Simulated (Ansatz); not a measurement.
This singlet lies 2.44 eV below the relaxed triplet at the level frozen-core CCSD(T)/cc-pVTZ // B3LYP-D3(BJ)/def2-TZVP (Ansatz, a first-principles code).

Species: H2GeOS, SMILES `[OH][Ge][SH]` (lower singlet; H–O–Ge–S torsion 0°, O–Ge–S–H torsion 180°) (charge 0, multiplicity 1).

Q: Give a relaxed geometry from B3LYP-D3(BJ)/def2-TZVP (Ansatz).

A: This is not unique; one that fits is the end point of this relaxation, one of several conformers (outside a Z-matrix the atoms follow the SMILES, hydrogens last).
Z-matrix (Å, degrees):
```
Ge
O 1 1.7960
H 2 0.9643 1 117.91
S 1 2.2851 2 97.97 3 0.00
H 4 1.3438 1 94.00 2 179.99
```
